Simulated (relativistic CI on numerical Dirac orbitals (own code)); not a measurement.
How well does a small relativistic CI reproduce Ho II?

Calculated at this level of theory: Dirac-Coulomb-Breit CI, KLI orbitals optimised for each configuration, model QED, valence Slater integrals scaled by 0.85, P86 correlation energy added to each configuration (own radial code, finite nucleus).

Configuration list (outside the closed core [Xe]): 4f11 6s, 4f11 5d, 4f11 6p, 4f10 6s2, 4f10 6s 5d, 4f11 6d, 4f10 6s 6p, 4f11 7s, 4f12, 4f10 6p2, 4f11 7p, 4f9 6s2 5d, 4f11 8s, 4f11 5f, 4f10 6s 7s, 4f11 7d, 4f11 9s, 4f11 8d. Levels of other configurations are missing.

| Configuration | Term (tabulated) | J | Measured (cm⁻¹) | Computed | Error | Purity (%) |
| --- | --- | --- | --- | --- | --- | --- |
| 4f11 6s | (15/2,1/2)° | 8 | 0.0 | 0 | 0 | 97 |
| 4f11 6s | (15/2,1/2)° | 7 | 637.4 | 852 | 215 | 70 |
| 4f11 6s | (13/2,1/2)° | 7 | 5617.0 | 5695 | 78 | 72 |
| 4f11 5d | (15/2,3/2)° | 6 | 16281.6 | 14856 | -1426 | 84 |
| 4f11 5d | (15/2,3/2)° | 7 | 16749.0 | 15334 | -1415 | 87 |
| 4f11 5d | (15/2,5/2)° | 10 | 18259.0 | 15765 | -2494 | 97 |
| 4f11 5d | (15/2,5/2)° | 5 | 19882.9 | 18414 | -1469 | 57 |
| 4f11 5d | (15/2,5/2)° | 6 | 20314.9 | 18826 | -1488 | 58 |
| 4f11 5d | (15/2,5/2)° | 7 | 20492.0 | 19182 | -1310 | 38 |

Measured levels from NIST Handbook of Basic Atomic Spectroscopic Data (Sansonetti and Martin, J. Phys. Chem. Ref. Data 34, 1559 (2005)); pairs were made by configuration, J and term (by order where the table uses no LS term), so strongly mixed levels may be paired wrongly.

Mean error by configuration (cm⁻¹): 4f11 6s 146; 4f11 5d -1600. Over the excited levels the mean absolute error is 1237 cm⁻¹ (8 of the 17 excited levels that our extract of the source holds in range could be paired, and the others can miss by more), and the median relative error of those above 1,000 cm⁻¹ is 7.4 %. Some levels of the ground configuration have no partner.
